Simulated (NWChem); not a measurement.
How basis sets differ on GeH3 (SMILES [GeH3])

GeH3: 4 atoms, total charge 0, spin state doublet. SMILES: `[GeH3]`. The coordinates come from a PBE0-D4/def2-TZVP relaxation.

Quantity: the vertical ionisation energy (to the singlet cation), in eV. The values are calculated.

```tsv
level	kind	program	value (eV)
UMP2/LANL2DZ (core potential)	perturbation theory	NWChem	8.38
UMP2/SBKJC-VDZ (core potential)	perturbation theory	NWChem	8.21
UMP2/DGauss-DZVP	perturbation theory	NWChem	8.45
UMP2/jorge-DZP	perturbation theory	NWChem	8.45
UMP2/jorge-TZP	perturbation theory	NWChem	8.55
```

All-electron rows without a relativistic Hamiltonian named are non-relativistic, while core potentials hold scalar relativity, so basis and relativity change together. The values span 8.21 to 8.55 eV. In the correlated wave-function rows the outer d shell of Ge is correlated, in sets not made for it. Without the sets that lack polarisation functions the rows with a basis span only 8.45 to 8.55 eV.
